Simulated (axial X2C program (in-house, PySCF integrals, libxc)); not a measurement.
Working with the constants of ScSe

A bond curve at the PBE0 level, with spin–orbit coupling, was computed with an axial X2C code built on PySCF integrals (basis Se dyall-cv3z [8s9p6d4f1g], Sc dyall-cv3z [10s11p7d5f2g] (cores contracted in-house)) for the state Ω = 1/2 (⟨Sz⟩ = 0.50, ⟨Lz⟩ = 0.00 at PBE0). Its fit gives Re = 2.2526 Å, ωe = 436.9 cm⁻¹, ωexe = 0.968 cm⁻¹ and αe = 3.480e-04 cm⁻¹; the masses are 79.9165 and 44.9559 u. Two-component means X2C with spin–orbit coupling and atomic mean-field Coulomb and Gaunt terms.

(1) Find the reduced mass, Be and the force constant.

(2) The dipole moment p changes by 4.46 D/Å at Re. What harmonic infrared intensity follows?

(3) Where do the fundamental and the first overtone lie?

(4) Estimate the centrifugal constant by the Kratzer relation.

(5) A Morse curve ties αe to the other constants (Pekeris). How well does that hold?

Occupations by symmetry block were frozen at the best pattern of an incomplete PBE0 search. Density functionals use the spin component along the axis (collinear). The stretched end of a curve changes character and is left out.

Answers

(1) From the PBE0 values: μ = 28.7711 u. Be = 16.8576/(μ Re²) = 0.1155 cm⁻¹. k = 5.8918×10⁻⁷ μ ωe² = 3.24 mdyn/Å.

(2) I = 42.256 × (dp/dR)²/μ = 29 km/mol.

(3) ν(1←0) = ωe − 2ωexe = 435.0 cm⁻¹; ν(2←0) = 2ωe − 6ωexe = 868.0 cm⁻¹.

(4) D = 4Be³/ωe² = 3.23e-08 cm⁻¹.

(5) αe(Morse) = 6Be²/ωe × (√(ωexe/Be) − 1) = 3.471e-04 cm⁻¹; the PBE0 curve gives 3.480e-04 cm⁻¹, a ratio of 1.00.
